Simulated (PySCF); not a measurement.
A coupled-cluster job on `N[NH][GeH3]`.

Method: EOM-CCSD/aug-cc-pVDZ, vertical, frozen core, gas phase (PySCF 2.14.0). Geometry: PBE0-D3(BJ)/def2-SVP. A driver script takes a list of jobs; this job's settings line and coordinates (Å) are shown.

Command:
```bash
OMP_NUM_THREADS=1 python probes_run.py task.json out
```

Input:
```
{"job": {"kind": "eom", "basis": "aug-cc-pVDZ", "nee": 0}, "charge": 0, "multiplicity": 1}
N     -1.498713    -0.107891    -0.055276
N     -0.259722    -0.685484    -0.348652
Ge     1.301020     0.043351     0.287034
H     -1.782837    -0.356566     0.890481
H     -1.484578     0.911857    -0.121218
H     -0.248772    -1.083537    -1.281657
H      2.470648    -0.722278    -0.356514
H      1.404210     1.556182    -0.042044
H      1.311533    -0.105989     1.821150
```

Output:
```
E(HF) = -2187.6932876640
E(MP2) = -2188.1926144191
E(CCSD) = -2188.2328521405
T1 diagnostic = 0.0105

EOM-IP-CCSD (eV)   Koopmans (eV)
   8.9751      10.2561
   9.4775      10.7264
  12.3408      12.9242
  12.3886      13.0854
  14.3371      15.6849
  16.0924      17.2953
  16.9558      18.3172
  18.4435      20.1666
```

Q: What share of the CCSD correlation energy does MP2 give?

A: MP2 -0.49933 Eh against CCSD -0.53956 Eh: 92.5 %.

Main results: CCSD correlation energy -0.5396 Eh; T1 diagnostic 0.011; first ionisation 8.98 eV.

Hardware: one thread of an Arm Neoverse V2, no GPU (shared host). Cost: 2.4 min of wall time, 2.1 GiB resident at most.

One conformer stands for the species.
Labels such as C1 count atoms from 1, the log's own numbers from 0.
